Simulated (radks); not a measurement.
Excited configurations of Tb+: one electron is placed in a higher orbital outside [Xe] 4f9. The ground configuration is [Xe] 4f9 6s1. Method: scalar-relativistic Kohn-Sham, PBE, spin-unpolarised, spherical densities, finite nucleus; Fermi nuclear charge, rms radius 5.06 fm; computed with a radial shooting solver on a logarithmic mesh with Libxc functionals. Excitation = E - E(ground); binding = E(ion) - E, where the ion is the core of charge +2; n* = 2/sqrt(2 binding) in atomic units, and the quantum defect is n - n*.

\begin{tabular}{lrrrrrr}
outer orbital & excitation (eV) & binding (eV) & n* & quantum defect & eigenvalue (eV) & <r> (bohr) \\ \hline
5d & 1.953 & 9.569 & 2.385 & 2.615 & -5.880 & 2.982 \\
6d & 6.829 & 4.693 & 3.405 & 2.595 & -3.517 & 7.562 \\
6f & 9.164 & 2.358 & 4.804 & 1.196 & -1.790 & 14.87 \\
7s & 6.014 & 5.509 & 3.143 & 3.857 & -4.360 & 7.718 \\
7d & 8.631 & 2.891 & 4.338 & 2.662 & -2.257 & 13.26 \\
\end{tabular}

The Delta-SCF ionisation energy is 11.522 eV (NIST Atomic Spectra Database: 11.51 eV, semi-empirical). Self-interaction in the functional shifts the binding energies and quantum defects, so they are the method's values and not measured ones. Spin polarisation and multiplet splitting are left out, so open shells lie too high by an amount that depends on their filling. Spin-orbit splitting is averaged out at the scalar-relativistic level.

Beside tabulated values, note that spin-unpolarised runs miss the spin-polarisation part of the exchange energy of open shells.
